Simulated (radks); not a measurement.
Results of a calculation; reference values are marked as such.
Spherical quantum dot in the effective-mass picture: electrons in a parabolic well V = omega^2 r^2 / 2 with omega = 0.334, with a point charge +2 (a donor) at the centre, all in effective atomic units (hartree* = m*/eps^2 hartree, bohr* = eps/m* bohr), one dielectric constant everywhere. Level of theory: non-relativistic Kohn-Sham, LDA (Slater exchange, Perdew-Wang correlation), spin-polarised, spherical densities (a radial shooting solver with Libxc functionals). Levels are named by radial order and angular momentum (1s, 1p, 1d, 2s, ...), and open shells are averaged over m. Each electron was tried in the lowest free levels, single moves between levels near the top were tried too, and the lowest total energy was kept; such a search can miss a lower state. At N = 1 the Hartree and exchange-correlation terms need not cancel, so that row can carry a self-interaction error.

\begin{tabular}{lrrrrr}
N & open shells & 2S & addition energy mu(N+1) - mu(N) (hartree*) & e(HOMO) (hartree*) & rms radius (bohr*) \\ \hline
1 & 1s(up 1, down 0) & 1 & 1.093 & -1.4556 & 0.8613 \\
2 & none & 0 & 1.572 & -0.45364 & 1.036 \\
3 & 1p(up 1, down 0) & 1 & 0.2915 & 0.90907 & 1.727 \\
4 & 1p(up 2, down 0) & 2 & 0.2916 & 1.2048 & 2.073 \\
5 & 1p(up 3, down 0) & 3 & 0.2812 & 1.4911 & 2.319 \\
6 & 1p(up 3, down 0) 2s(up 1, down 0) & 4 & 0.3318 & 1.7585 & 2.555 \\
7 & 1p(up 3, down 0) & 3 & 0.2420 & 2.0747 & 2.753 \\
8 & 1p(up 3, down 1) & 2 & 0.2342 & 2.3216 & 2.899 \\
9 & 1p(up 3, down 2) & 1 & 0.2296 & 2.5538 & 3.032 \\
10 & none & 0 & 0.4239 & 2.7807 & 3.155 \\
11 & 1d(up 1, down 0) & 1 & 0.1998 & 3.1920 & 3.301 \\
12 & 1d(up 2, down 0) & 2 & 0.1970 & 3.3904 & 3.431 \\
13 & 1d(up 3, down 0) & 3 & 0.1941 & 3.5860 & 3.549 \\
14 & 1d(up 4, down 0) & 4 & 0.1910 & 3.7786 & 3.658 \\
15 & 1d(up 5, down 0) & 5 & 0.2299 & 3.9681 & 3.759 \\
16 & 1d(up 5, down 1) & 4 & 0.1802 & 4.1938 & 3.856 \\
17 & 1d(up 5, down 2) & 3 & 0.1784 & 4.3732 & 3.948 \\
18 & 1d(up 5, down 3) & 2 & 0.1764 & 4.5507 & 4.034 \\
19 & 1d(up 5, down 4) & 1 & 0.1744 & 4.7261 & 4.116 \\
20 & none & 0 & 0.3302 & 4.8994 & 4.195 \\
21 & 1f(up 1, down 0) & 1 & 0.1630 & 5.2248 & 4.280 \\
22 & 1f(up 2, down 0) & 2 & 0.1615 & 5.3871 & 4.360 \\
23 & 1f(up 3, down 0) & 3 & 0.1601 & 5.5479 & 4.437 \\
24 & 1f(up 4, down 0) & 4 & 0.1586 & 5.7072 & 4.511 \\
25 & 1f(up 5, down 0) & 5 & 0.1572 & 5.8651 & 4.581 \\
26 & 1f(up 6, down 0) & 6 & 0.1557 & 6.0215 & 4.649 \\
27 & 1f(up 7, down 0) & 7 & 0.1832 & 6.1765 & 4.714 \\
28 & 1f(up 7, down 0) 2p(up 1, down 0) & 8 & 0.1567 & 6.3607 & 4.778 \\
29 & 1f(up 7, down 0) 2p(up 2, down 0) & 9 & 0.1537 & 6.5171 & 4.839 \\
30 & 1f(up 7, down 2) 2p(up 1, down 0) & 6 & 0.1450 & 6.6646 & 4.900 \\
31 & 1f(up 7, down 4) & 3 & 0.1462 & 6.8103 & 4.958 \\
32 & 1f(up 7, down 5) & 2 & 0.1462 & 6.9571 & 5.015 \\
33 & 1f(up 7, down 6) & 1 & 0.1451 & 7.1027 & 5.070 \\
34 & none & 0 & 0.1494 & 7.2473 & 5.123 \\
35 & 3s(up 1, down 0) & 1 & 0.1466 & 7.3967 & 5.178 \\
36 & 2p(up 1, down 0) 3s(up 1, down 0) & 2 & 0.1463 & 7.5443 & 5.229 \\
37 & 2p(up 2, down 0) 3s(up 1, down 0) & 3 & 0.1457 & 7.6903 & 5.279 \\
38 & 2p(up 3, down 0) 3s(up 1, down 0) & 4 & 0.1631 & 7.8357 & 5.328 \\
39 & 2p(up 3, down 0) & 3 & 0.1517 & 7.9961 & 5.378 \\
40 & 2p(up 3, down 1) & 2 & 0.1405 & 8.1482 & 5.425 \\
41 & 2p(up 3, down 2) & 1 & 0.1400 & 8.2885 & 5.472 \\
42 & none & 0 & 0.1918 & 8.4282 & 5.518 \\
43 & 1g(up 1, down 0) & 1 & - & 8.6164 & 5.565 \\
\end{tabular}

All shells are closed at N = 2, 10, 20, 34, 42 (there: 1s2 1p6 1d10 2s2 1f14 2p6 3s2); the second difference of the energy has clear peaks (12 % above both neighbours; the first and last values, which can be the largest, are not judged, and half-filled shells can peak too) at N = 2, 6, 10, 15, 20, 27.
